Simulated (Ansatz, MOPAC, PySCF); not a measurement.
Pair of molecules: CH4 (SMILES C) (first 5 atoms) with CH3Br (SMILES CBr); geometry from B3LYP-D3(BJ)/def2-TZVP, rigid monomers moved along the line of their centres of mass till C1···H8 is 3.24 Å.
(charge 0, multiplicity 1):
```xyz
10

C      0.0542     0.0564     0.1627
H     -0.1256    -0.5714     1.0342
H     -0.5792     0.9418     0.2129
H      1.1014     0.3571     0.1370
H     -0.1808    -0.5020    -0.7425
C      0.5766     1.1887     4.2024
Br    -0.0761    -0.6011     4.6517
H      0.6125     1.2609     3.1215
H      1.5637     1.2967     4.6380
H     -0.1190     1.9065     4.6226
```

Interaction energies are E(AB) − E(A) − E(B) at the monomers' geometry in the complex; basis-set methods are counterpoise corrected. Rows marked so take none.

Rows in 6-31G* carry no dispersion term and start afresh at each structure (6-31G* with six Cartesian d functions); the Pople sets are all-electron and without relativity. The state that PM6 reach isn't checked.

The values were computed with Ansatz (Gaussian orbitals); MOPAC for PM6 (differences of heats of formation); PySCF for 6-31G* rows, the dispersion terms. Each number belongs to the level named beside it.

Problem. One of these levels gives -0.05 kcal/mol for the interaction energy. Name it.
A) HF/6-31G* (no counterpoise)
B) B3LYP-D4/def2-TZVPPD
C) PM6

Solution. A, HF/6-31G* (no counterpoise). The others give -0.36 (PM6), -0.75 (B3LYP-D4/def2-TZVPPD)

Ansatz is a quantum-chemistry and plane-wave program.
